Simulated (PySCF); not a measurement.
CH₅AlBrNO, SMILES C[O][Al]([NH2])[Br].

Geometry optimised at PBE0-D3(BJ)/def2-SVP. The structure was generated by enumeration; whether it is a known compound was not checked. The values are those of a single conformer.

Level of theory: PBE/def2-TZVP (PySCF).

```yaml
total_energy: -2987.18269 hartree
point_group: Cs
highest_occupied_level: -6.17 eV
lowest_empty_level: -1.23 eV
orbital_gap: 4.93 eV
dipole_moment: 1.44 D
quadrupole, principal values (traceless, Buckingham form, about the centre of nuclear charge): -4.53, -2.63, 7.16 D·Å
mean_static_polarisability: 68.6 bohr³ (10.17 Å³)
polarisability_principal_values: 55.5, 74.2, 76.2 bohr³
```
